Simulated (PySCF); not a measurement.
Isomers of C6H10Cl2Si.

All values: PBE0/pcSseg-1 (PySCF) at GFN2-xTB geometries, gas phase, one conformer each.

Question: Rank by dipole moment, highest first.
A. `[CH2:1]=[CH:2][C@@H:3]([Cl:4])[C@@H:5]([Cl:6])[C@@H:7]1[CH2:8][SiH2:9]1` with C1–C2–C3–Cl4 120°, C2–C3–C5–Cl6 173°, C3–C5–C7–C8 169°
B. `[CH2:1]=[C:2]([CH3:3])[C@@:4]1([CH:5]([Cl:6])[Cl:7])[CH2:8][SiH2:9]1` with C1–C2–C4–C5 -100°, C2–C4–C5–Cl6 -70°
C. `[CH2:1]=[C:2]=[C:3]([CH3:4])[Si@H:5]([Cl:6])[CH2:7][CH2:8][Cl:9]` with C2–C3–Si5–Cl6 116°, C3–Si5–C7–C8 166°, Si5–C7–C8–Cl9 179°
D. `[CH3:1][CH2:2][CH2:3][CH:4]=[C:5]=[CH:6][SiH:7]([Cl:8])[Cl:9]` with C1–C2–C3–C4 179°, C2–C3–C4–C5 121°, C5–C6–Si7–Cl8 -2°

Answer: A (3.54 D), B (2.76 D), C (2.58 D), D (2.27 D).

Question: Rank by the highest IAO charge on any atom, highest value first.
A. `[CH2:1]=[CH:2][C@@H:3]([Cl:4])[C@@H:5]([Cl:6])[C@@H:7]1[CH2:8][SiH2:9]1` with C1–C2–C3–Cl4 120°, C2–C3–C5–Cl6 173°, C3–C5–C7–C8 169°
B. `[CH2:1]=[C:2]=[C:3]([CH3:4])[Si@H:5]([Cl:6])[CH2:7][CH2:8][Cl:9]` with C2–C3–Si5–Cl6 116°, C3–Si5–C7–C8 166°, Si5–C7–C8–Cl9 179°
C. `[CH3:1][CH2:2][CH2:3][CH:4]=[C:5]=[CH:6][SiH:7]([Cl:8])[Cl:9]` with C1–C2–C3–C4 179°, C2–C3–C4–C5 121°, C5–C6–Si7–Cl8 -2°

Answer: C (+0.968 e), B (+0.938 e), A (+0.622 e).

Question: Rank by HOMO energy, lowest first.
A. `[CH2:1]=[C:2]=[C:3]([CH3:4])[Si@H:5]([Cl:6])[CH2:7][CH2:8][Cl:9]` with C2–C3–Si5–Cl6 116°, C3–Si5–C7–C8 166°, Si5–C7–C8–Cl9 179°
B. `[CH2:1]=[CH:2][C@@H:3]([Cl:4])[C@@H:5]([Cl:6])[C@@H:7]1[CH2:8][SiH2:9]1` with C1–C2–C3–Cl4 120°, C2–C3–C5–Cl6 173°, C3–C5–C7–C8 169°
C. `[Cl:1][CH2:2][C@@H:3]1[CH:4]=[CH:5][CH2:6][CH2:7][Si@@H:8]1[Cl:9]` with Cl1–C2–C3–C4 -65°, C2–C3–C4–C5 -130°, C4–C5–C6–C7 -28°, C5–C6–C7–Si8 53°, C6–C7–Si8–Cl9 66°
D. `[CH2:1]=[C:2]([CH3:3])[C@@:4]1([CH:5]([Cl:6])[Cl:7])[CH2:8][SiH2:9]1` with C1–C2–C4–C5 -100°, C2–C4–C5–Cl6 -70°

Answer: A (-7.72 eV), C (-7.37 eV), B (-7.23 eV), D (-6.97 eV).

All values together:

```json
{"SMILES": "C=C(C)[C@@]1(C(Cl)Cl)C[SiH2]1", "μ (D)": "2.76", "HOMO (eV)": "-6.97", "LUMO (eV)": "-0.43", "lowest IAO charge (e)": "-0.514 (C)", "highest IAO charge (e)": "+0.634 (Si)", "lowest Hirshfeld charge (e)": "-0.163 (C)", "highest Hirshfeld charge (e)": "+0.315 (Si)"}
{"SMILES": "C=C[C@@H](Cl)[C@@H](Cl)[C@@H]1C[SiH2]1", "μ (D)": "3.54", "HOMO (eV)": "-7.23", "LUMO (eV)": "-0.61", "lowest IAO charge (e)": "-0.514 (C)", "highest IAO charge (e)": "+0.622 (Si)", "lowest Hirshfeld charge (e)": "-0.165 (C)", "highest Hirshfeld charge (e)": "+0.314 (Si)"}
{"SMILES": "CCCC=C=C[SiH](Cl)Cl", "μ (D)": "2.27", "HOMO (eV)": "-7.40", "LUMO (eV)": "-0.61", "lowest IAO charge (e)": "-0.519 (C)", "highest IAO charge (e)": "+0.968 (Si)", "lowest Hirshfeld charge (e)": "-0.174 (C)", "highest Hirshfeld charge (e)": "+0.358 (Si)"}
{"SMILES": "ClC[C@@H]1C=CCC[Si@@H]1Cl", "μ (D)": "2.52", "HOMO (eV)": "-7.37", "LUMO (eV)": "0.24", "lowest IAO charge (e)": "-0.547 (C)", "highest IAO charge (e)": "+0.925 (Si)", "lowest Hirshfeld charge (e)": "-0.160 (C)", "highest Hirshfeld charge (e)": "+0.374 (Si)"}
{"SMILES": "C=C=C(C)[Si@H](Cl)CCCl", "μ (D)": "2.58", "HOMO (eV)": "-7.72", "LUMO (eV)": "-0.46", "lowest IAO charge (e)": "-0.546 (C)", "highest IAO charge (e)": "+0.938 (Si)", "lowest Hirshfeld charge (e)": "-0.167 (C)", "highest Hirshfeld charge (e)": "+0.371 (Si)"}
```

Conformers: `[CH2:1]=[C:2]([CH3:3])[C@@:4]1([CH:5]([Cl:6])[Cl:7])[CH2:8][SiH2:9]1` with C1–C2–C4–C5 -100°, C2–C4–C5–Cl6 -70°; `[CH2:1]=[CH:2][C@@H:3]([Cl:4])[C@@H:5]([Cl:6])[C@@H:7]1[CH2:8][SiH2:9]1` with C1–C2–C3–Cl4 120°, C2–C3–C5–Cl6 173°, C3–C5–C7–C8 169°; `[CH3:1][CH2:2][CH2:3][CH:4]=[C:5]=[CH:6][SiH:7]([Cl:8])[Cl:9]` with C1–C2–C3–C4 179°, C2–C3–C4–C5 121°, C5–C6–Si7–Cl8 -2°; `[Cl:1][CH2:2][C@@H:3]1[CH:4]=[CH:5][CH2:6][CH2:7][Si@@H:8]1[Cl:9]` with Cl1–C2–C3–C4 -65°, C2–C3–C4–C5 -130°, C4–C5–C6–C7 -28°, C5–C6–C7–Si8 53°, C6–C7–Si8–Cl9 66°; `[CH2:1]=[C:2]=[C:3]([CH3:4])[Si@H:5]([Cl:6])[CH2:7][CH2:8][Cl:9]` with C2–C3–Si5–Cl6 116°, C3–Si5–C7–C8 166°, Si5–C7–C8–Cl9 179°.
